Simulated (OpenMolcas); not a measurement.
## Ag5+ in a point-charge field

Ag5+ among 3 point charges of -1.5 e arranged as a planar triangle (D3h), 2.13 Å from the ion.
```
   2.1300    0.0000    0.0000  -1.50
  -1.0650    1.8446    0.0000  -1.50
  -1.0650   -1.8446    0.0000  -1.50
```

| Item | Value |
| --- | --- |
| Program | OpenMolcas |
| Method | CASSCF |
| Basis | ANO-RCC-VDZP [6s5p3d1f] |
| Scalar Hamiltonian | DKH2, point nucleus |
| Active space | 6 electrons in 5 orbitals (4d) |
| State averaging | 2S+1 = 5 even, 5 roots; 2S+1 = 3 even, 45 roots; 2S+1 = 1 even, 50 roots |
| Spin-orbit coupling | RASSI with atomic mean-field integrals over the reference wave functions |

The lowest spin-free states (labels of D3, the rotations of D3h), above the lowest:

```tsv
State	Degeneracy	E (cm-1)	Free-ion L (%)
5A1	1	0.0	D (100)
5E	2	1047	D (100)
5E	2	6574	D (100)
3E	2	23892	H (100)
2S+1 = 3	2	24146	H (78)
3E	2	24172	H (87)
3E	2	24658	H (76)
3E	2	25459	H (84)
3A2	1	25591	H (78)
3E	2	26828	F (47)
3E	2	27403	F (74)
3A2	1	27593	P (57)
3E	2	28648	P (52)
3A2	1	29103	F (97)
3A1	1	29106	F (97)
3A1	1	30097	G (90)
3A2	1	30253	F (48)
3E	2	31893	G (49)
3E	2	32576	G (63)
3A1	1	32766	G (75)
```

The lowest levels with spin-orbit coupling:

```tsv
E (cm-1)	Degeneracy	Label	2S+1	g
0.0	1	A1	5	
133.6	2	E	5	0.00 0.00 3.47
575.6	2	E	5	0.00 0.00 6.89
1588	2		5	0.00 0.00 9.85
3533	2	E	5	0.00 0.00 6.95
3646	2	E	5	0.00 0.00 3.47
3676	1	A2	5	
5101	2	E	5	0.00 0.00 4.91
5105	1	A1	5	
5960	2	E	5	0.00 0.00 11.94
7723	2		5	0.00 0.00 8.08
8930	2	E	5	0.00 0.00 4.11
9965	2	E	5	0.00 0.00 0.13
10880	1	A1	5	
10923	1	A2	5	
23630	2	E	3	0.00 0.00 0.98
23646	2	E	3	0.00 0.00 2.93
23900	1	A1	3 (88 %)	
24062	1	A2	3	
24062	1	A1	3
```

Powder χT (cm3 K/mol): 0.115 at 2 K, 0.576 at 10 K, 2.73 at 50 K, 4.05 at 100 K, 4.75 at 200 K, 4.99 at 300 K. The effective moment at 300 K is 2.828 √(χT) = 6.32 μB.

The lowest level has 2S+1 = 5, for which the spin-only value is χT = S(S+1) / 2 = 3.000 cm3 K/mol (g = 2). The computed 4.989 at 300 K differs by +1.989, through orbital momentum, spin-orbit coupling and any other state in reach.

Spin-orbit coupling mixes the spin-free states strongly: the lowest level takes only 63 % from its leading state, 5A1. Without dynamic correlation the repulsion within the d shell is too large (B by tens of per cent), so at a given field states of lower spin stand too high. Point charges give a weaker field than real ligands, and real ions of this kind are as a rule low spin; the high spin found here belongs to the model. Point charges carry no covalency, so the field is a model and not that of real ligands. An unlabelled pair can be two single states that coincide in this model. No measured value stands beside these numbers.

With an even number of electrons the g values are those of a degenerate or nearly degenerate non-Kramers pair.
